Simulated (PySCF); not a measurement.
Adding and removing an electron: CdF

UHF; PySCF, scalar-relativistic core potentials, basis sets Cd def2-SVPD with ECP28, F def2-SVPD. Neutral (UHF): doublet (σ ↑), Re = 2.005 Å, ωe = 535 cm⁻¹, De = 1.70 eV, HOMO -8.81 eV, LUMO -0.46 eV.

CdF⁻ (RHF): singlet (closed shell), Re = 2.177 Å, ωe = 342 cm⁻¹. The energies at the minima are -266.19866 hartree for CdF and -266.23490 for CdF⁻.

Question: Work out the adiabatic electron affinity, without and with harmonic zero-point energies (1 hartree = 27.2114 eV, 1 eV = 8065.5 cm⁻¹), and the change of the bond length.

Answer: At HF: 0.03624 hartree = 0.986 eV between the minima; the zero-point term (535.0 − 342.0)/2 cm⁻¹ = +0.012 eV makes it 0.998 eV. Re changes by +17.2 pm against the neutral. The electron enters a σ orbital; in so polar a molecule the change of length follows mostly from the change of the ionic charges.

Hartree–Fock leaves out correlation, which carries a large part of most bond energies and some tenths to 1 eV of ionisation energies. States were picked by a PBE0 search and need not be the measured ground states.

Neutral and ion stand on different kinds of reference determinant, which adds to the error of the difference.
